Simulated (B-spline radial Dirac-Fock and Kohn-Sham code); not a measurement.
**Two-hole binding energies of Kr¹⁴⁺**

System: Kr¹⁴⁺, [Ar] 3d4.

These are calculated numbers from a radial atomic solver; the model is Dirac-Fock (average of configuration) total-energy differences with a finite nucleus, the Breit interaction including its frequency dependence, and self-energy and vacuum-polarisation corrections. U is the two-hole binding energy less the two single-hole energies, the effective repulsion of the holes after relaxation. Each two-hole energy is an average over J within one jj subconfiguration.

```
          holes  E(a) (eV)  E(b) (eV)  E(ab) (eV)  U (eV)
   1s⁻¹ 2p1/2⁻¹    14780.3     2184.4     17137.1   172.4
   1s⁻¹ 2p3/2⁻¹    14780.3     2131.2     17077.8   166.2
   1s⁻¹ 3p1/2⁻¹    14780.3      606.4     15450.9    64.2
   2s⁻¹ 2p1/2⁻¹     2381.6     2184.4      4671.2   105.1
   2s⁻¹ 2p3/2⁻¹     2381.6     2131.2      4616.9   104.0
        2p1/2⁻²     2184.4     2184.4      4500.4   131.6
2p1/2⁻¹ 2p3/2⁻¹     2184.4     2131.2      4437.8   122.1
        2p3/2⁻²     2131.2     2131.2      4385.7   123.3
   2s⁻¹ 3p1/2⁻¹     2381.6      606.4      3044.6    56.6
   2s⁻¹ 3p3/2⁻¹     2381.6      596.7           ?       ?
   2p1/2⁻¹ 3s⁻¹     2184.4      679.8      2920.4    56.2
   2p3/2⁻¹ 3s⁻¹     2131.2      679.8      2867.1    56.0
2p3/2⁻¹ 3p1/2⁻¹     2131.2      606.4      2795.6    58.0
3p1/2⁻¹ 3p3/2⁻¹      606.4      596.7      1247.3    44.2
```

Task: Give the missing two-hole energy and U.

Result: E(ab) = 3034.3 eV and U = 55.9 eV.
